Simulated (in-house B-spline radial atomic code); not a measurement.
# Removing one electron from In⁺

Closed shell [Kr] 4d10 5s2. Computed with an all-electron radial atomic-structure program (B-spline basis): Koopmans values of Dirac-Hartree-Fock plus a diagonal self-energy, in second order or with its direct term screened (direct RPA, with the hole-particle interaction, or full time-dependent Hartree-Fock), linearised in energy; no-pair Dirac-Coulomb Hamiltonian, finite nucleus. Shifts add to the Koopmans value (the ΔSCF shift is orbital relaxation alone); the final value takes TDHF screening with Breit and QED.

Command:
```bash
python run_mb.py task.json out
```
Settings (nuclear radius in fm, box in bohr, cutoff in hartree):
```
basis_form          2
Z                   49
core_configuration  [Kr] 4d10 5s2
rms_radius          4.6156
mass_number         115
speed_of_light      137.036
box_radius          21.062
lmax                7
intervals           65
virtual_cutoff      9604.0
```

Cost of the run: 85 s on 1 thread of Arm Neoverse N1 (shared host).

Energies in eV:

```json
{"subshell": "5s1/2", "Koopmans": "17.300", "ΔSCF shift": "-0.261", "second order": "?", "direct RPA": "?", "hole-particle": "?", "TDHF": "?", "Breit + QED": "?", "final": "?"}
```

Q: What does the self-energy do to 5s1/2?

A: It shifts the removal energy by 1.753 eV in second order, 0.837 with direct RPA, 0.900 with the hole-particle term and 1.091 with TDHF screening (quasi-particle weight 0.954); Breit and QED add -0.020 eV. The final value is 18.371 eV, against 18.870 eV (NIST, measured).
